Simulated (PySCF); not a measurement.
B(F)(Me)(Et) (C₃H₈BF), SMILES CCB(C)F.

Coordinates come from a B3LYP-D3(BJ)/def2-SVP optimisation. One conformer was computed; it need not be the lowest.

These are PBE/def2-TZVP (PySCF) values and carry that method's errors.

Isolated molecule, no solvent.

Computed frontier levels, gap, dipole moment and polarisability:
| Item | Value |
|---|---|
| highest occupied level | -6.90 eV |
| lowest empty level | -0.97 eV |
| orbital gap | 5.93 eV |
| dipole moment | 1.23 D |
| quadrupole, principal values (traceless, Buckingham form, about the centre of nuclear charge) | -2.68, 0.22, 2.46 D·Å |
| mean static polarisability | 52.8 bohr³ (7.83 Å³) |
| polarisability, principal values | 45.2, 50.9, 62.4 bohr³ |
